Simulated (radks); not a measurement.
Spin polarisation of the 3p1 shell in neutral aluminium. Start: [Ne] 3s2 3p(up 0.5, down 0.5); electrons of 3p are moved from spin down to spin up, other shells keep equal spins. Calculated with a radial shooting solver on a logarithmic mesh with Libxc functionals: scalar-relativistic Kohn-Sham, LDA (Slater exchange, Perdew-Wang correlation), spin-polarised, spherical densities, finite nucleus; Fermi nuclear charge, rms radius of each element as measured or else 0.836 A^(1/3) + 0.57 fm.

moment (Bohr magnetons)  E - E(0) (eV)  e(3p up) (eV)  e(3p down) (eV)  3s down minus up (eV)
0                                0.000         -2.784           -2.784                  0.000
0.25                            -0.009         -2.853           -2.707                  0.160
0.5                             -0.037         -2.914           -2.621                  0.321
0.75                            -0.082         -2.968           -2.526                  0.483
1                               -0.147         -3.013           -2.421                  0.647

At moment 1 the spin-polarisation energy is -0.147 eV and the 3p exchange splitting 0.593 eV, that is 0.593 eV per Bohr magneton; E = -I m^2/4 would give I = 0.588 eV.
